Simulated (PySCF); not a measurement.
**Frontier levels across methods**

Compound: C₄H₇B.
Structure used (PBE0-D3(BJ)/def2-SVP), in Å, numbered top down from 1:
```xyz
12
C4H7B angstrom
B      2.507   -0.063   -0.372
C      1.030   -0.067   -0.780
C      0.041    0.008    0.150
C     -1.379    0.012   -0.134
C     -2.320    0.091    0.820
H      3.398   -0.128   -1.188
H      2.790    0.007    0.805
H      0.721   -0.131   -1.832
H      0.324    0.072    1.209
H     -1.675   -0.054   -1.187
H     -3.386    0.093    0.577
H     -2.049    0.158    1.878
```

Basis pcSseg-2 throughout (PySCF), one geometry. The structure is a single PBE0-D3(BJ)/def2-SVP conformer in the gas phase; no vibrational or solvent corrections.

Question: How do the orbital energies, the gap and the dipole change with the method?

Answer: 
| method | kind | HOMO (eV) | LUMO (eV) | gap (eV) | μ (D) | SCF cycles |
| --- | --- | --- | --- | --- | --- | --- |
| BLYP | GGA | -6.29 | -3.13 | 3.16 | 2.45 | 16 |
| B97-D | GGA | -6.36 | -3.14 | 3.22 | 2.41 | 16 |
| KT3 | GGA | -6.43 | -3.20 | 3.23 | 2.41 | 14 |
| KT2 | GGA | -6.45 | -3.25 | 3.20 | 2.48 | 15 |
| OPBE | GGA | -6.45 | -3.20 | 3.25 | 2.43 | 15 |
| PBE | GGA | -6.49 | -3.31 | 3.18 | 2.48 | 16 |
| BP86 | GGA | -6.56 | -3.37 | 3.19 | 2.47 | 16 |
| LDA | LDA | -6.70 | -3.56 | 3.15 | 2.52 | 15 |
| B97-2 | global hybrid | -7.11 | -2.41 | 4.70 | 2.28 | 14 |
| B3LYP | global hybrid | -7.15 | -2.58 | 4.57 | 2.30 | 14 |
| PBE0 | global hybrid | -7.36 | -2.41 | 4.95 | 2.30 | 14 |
| mPW1PW91 | global hybrid | -7.36 | -2.41 | 4.96 | 2.29 | 14 |
| BHandHLYP | global hybrid | -8.07 | -1.36 | 6.70 | 2.14 | 12 |
| CAM-B3LYP | range-separated hybrid | -8.51 | -1.34 | 7.17 | 2.15 | 12 |
| wB97X-D | range-separated hybrid | -9.04 | -0.66 | 8.38 | 2.12 | 13 |
| HF | Hartree–Fock | -9.16 | 1.12 | 10.28 | 2.01 | 11 |
| LC-wPBE | range-separated hybrid | -9.81 | -0.29 | 9.52 | 2.00 | 14 |

The HOMO spans 3.52 eV, from BLYP down to LC-wPBE, and the gap runs from 3.15 eV (LDA) to 10.28 eV (HF). Over the methods BLYP (0 %), B97-D (0 %), KT3 (0 %), KT2 (0 %), OPBE (0 %), PBE (0 %), BP86 (0 %), LDA (0 %), B97-2 (21 %), B3LYP (20 %), PBE0 (25 %), mPW1PW91 (25 %), BHandHLYP (50 %), HF (100 %), a straight line through the gap against the share of exact exchange rises by 0.71 eV for each 10 % (correlation coefficient 1.000). The dipole ranges from 2.00 D (LC-wPBE) to 2.52 D (LDA). This basis has no diffuse functions.

The vertical ΔSCF ionisation energy at CAM-B3LYP/def2-SVPD is 9.30 eV; −ε(HOMO) comes closest to it with HF (9.16 eV).
